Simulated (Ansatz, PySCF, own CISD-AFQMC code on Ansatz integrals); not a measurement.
Isomers of CH4OSi. Gas-phase values, no solvent. One relaxed conformer stands for each flexible species; it need not be the lowest. Strings in code marks are SMILES.

Quantity: electronic energy of isomers of CH4OSi relative to `C[SiH]=O`, in kJ/mol. The restricted reference of `O=C[SiH3]` and `C=[SiH]O` is unstable towards unrestricted orbitals. AFQMC values (own CISD-AFQMC code on Ansatz (an electronic-structure program) integrals) carry a statistical error of up to ±1.48 kJ/mol (one standard error) and the bias of the phaseless constraint.

Level 1: composite: frozen-core CCSD(T) with HF/cc-pVQZ and the correlation energy extrapolated as X^-3 from cc-pVTZ and cc-pVQZ, plus phaseless AFQMC minus CCSD(T) in cc-pVDZ // B3LYP-D3(BJ)/def2-TZVP (Ansatz)
Level 2: frozen-core phaseless AFQMC with a CISD trial state/cc-pVDZ // B3LYP-D3(BJ)/def2-TZVP (own CISD-AFQMC code on Ansatz integrals)
Level 3: frozen-core CCSD(T)/6-31g // B3LYP-D3(BJ)/def2-TZVP (Ansatz)
Level 4: M06-2X/6-31G* // B3LYP-D3(BJ)/def2-TZVP (PySCF)

```csv
species,level 1,level 2,level 3,level 4
`C=[SiH]O` (C–Si–O–H torsion 0°),…,47.4,38.63,67.6
`C1O[SiH2]1`,106.2,98.7,131.4,87.9
`O=C[SiH3]`,…,78.5,…,112.9
```

**Question.** Some entries are withheld; supply them.

**Answer.** 
- `C=[SiH]O` (C–Si–O–H torsion 0°), level 1: 45.9
- `O=C[SiH3]`, level 1: 138.9
- `O=C[SiH3]`, level 3: 80.5
